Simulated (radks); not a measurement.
Problem. All-electron atom: Ru+ in [Kr] 4d7. Calculated with a radial shooting solver on a logarithmic mesh with Libxc functionals: Dirac Kohn-Sham, PBEsol, spin-unpolarised, spherical densities, finite nucleus; open shells fill j = l - 1/2 first; Fermi nuclear charge, rms radius 4.4809 fm. Some entries of the table are withheld. Estimate them.

orbital  occ.  eigenvalue (eV)  <r> (bohr)
1s1/2       2        -21919.44     0.03345
2s1/2       2        -3157.187      0.1454
2p1/2       2              (1)         (2)
2p3/2       4              (3)         (4)
3s1/2       2        -561.6751      0.4028
3p1/2       2        -469.0305      0.3959
3p3/2       4        -446.8331      0.4066
3d3/2       4        -282.6715      0.3822
3d5/2       6        -278.3454      0.3857
4s1/2       2         -83.5809       1.020
4p1/2       2         -56.0351       1.109
4p3/2       4         -52.6502       1.140
4d3/2       4         -12.6988       1.630
4d5/2       3         -12.3665       1.652

Solution. 
(1) 2p1/2 eigenvalue (eV): -2918.401
(2) 2p1/2 <r> (bohr): 0.1236
(3) 2p3/2 eigenvalue (eV): -2787.597
(4) 2p3/2 <r> (bohr): 0.1284
